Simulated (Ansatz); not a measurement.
Reaction (formal exchange of groups at a B–Ge bond): `CN[BH][GeH3]` + ethane → `CCBNC` + GeH₄

Computed with Ansatz on PBE0-D4/def2-TZVP structures; ΔE is electronic, products minus reactants. CBS: MP2 limit from def2 TZ/QZ plus the TZ coupled-cluster correction, frozen cores. This one scheme is used for every species. Functionals use def2-TZVPP. B3LYP here is the variant with VWN-RPA as its local correlation; programs differ in this. For Ge outer-core shells are correlated without core-valence functions, which leaves a few kJ/mol of doubt a bond. Scalar relativity is left out up to krypton. One conformer a species, not always the lowest.

`CN[BH][GeH3]`:

```xyz
12

C    -0.388    1.617    0.530
N     0.059    0.413    1.193
B     0.339   -0.831    0.657
Ge    0.184   -1.329   -1.341
H    -0.496    1.428   -0.537
H    -1.355    1.948    0.920
H     0.330    2.432    0.664
H     0.174    0.530    2.189
H     0.698   -1.680    1.425
H     1.540   -1.832   -1.876
H    -0.813   -2.492   -1.530
H    -0.273   -0.203   -2.294
```

`CC`:

Cartesian coordinates in Å:
```
C -0.447 0.537 -0.298
C 0.447 -0.537 0.298
H -1.096 0.130 -1.076
H -1.089 0.988 0.463
H 0.142 1.340 -0.748
H 1.096 -0.130 1.076
H 1.089 -0.988 -0.463
H -0.142 -1.340 0.748
```

`CCBNC`:

Z-matrix (Å, degrees):
```
C
C 1 1.523
H 1 1.095 2 111.5
H 1 1.095 2 111.5 3 120.1
H 1 1.093 2 112.2 3 -120.0
B 2 1.573 1 117.0 3 -59.9
H 2 1.098 1 110.0 3 176.9
H 2 1.099 1 110.0 3 63.2
N 6 1.389 2 122.0 1 0.4
H 6 1.204 2 120.8 1 -179.7
C 9 1.443 6 127.1 2 179.9
H 9 1.009 6 119.0 2 -0.0
H 11 1.090 9 109.0 6 0.3
H 11 1.095 9 111.7 6 119.8
H 11 1.095 9 111.7 6 -119.2
```

GeH₄:

```xyz
5

Ge    0.000    0.000    0.000
H    -1.392    0.441   -0.470
H    -0.096   -0.569    1.421
H     0.947    1.207   -0.005
H     0.542   -1.079   -0.947
```

```tsv
level	ΔE (kJ/mol)	difference from CCSD(T)/CBS
PBE-D4	3.1	1.9
r2SCAN-D4	-2.0	-3.2
PBE0-D4	0.1	-1.1
B3LYP-D4	-0.8	-2.0
ωB97X-V	-4.0	-5.2
ωB97M-V	-5.4	-6.6
B2PLYP	-1.4	-2.6
PBE	3.6	2.4
r2SCAN	-1.6	-2.8
PBE0	0.5	-0.7
B3LYP	-0.4	-1.6
HF/def2-TZVPP	-9.1	-10.3
MP2/def2-TZVPP	-2.0	-3.2
SCS-MP2/def2-TZVPP	-2.2	-3.4
CCSD/def2-TZVPP	-1.7	-2.9
CCSD(T)/def2-TZVPP	-0.7	-1.9
HF/def2-QZVPP	-10.5	-11.7
MP2/def2-QZVPP	-1.5	-2.7
SCS-MP2/def2-QZVPP	-2.1	-3.3
HF/CBS(def2)	-10.7	-11.9
MP2/CBS(def2)	-0.2	-1.4
CCSD/CBS(def2)	0.2	-1.0
CCSD(T)/CBS	1.2	0
```

Largest T1 diagnostic among the species: 0.013.

In def2-TZVPP, CCSD(T) changes the Hartree–Fock value by +8.4 kJ/mol (the triples alone add +1.0 kJ/mol) and MP2 by +7.1 kJ/mol. From PBE to PBE0 (25 % exact exchange), in def2-TZVPP and without D4, ΔE moves by −3.1 kJ/mol.
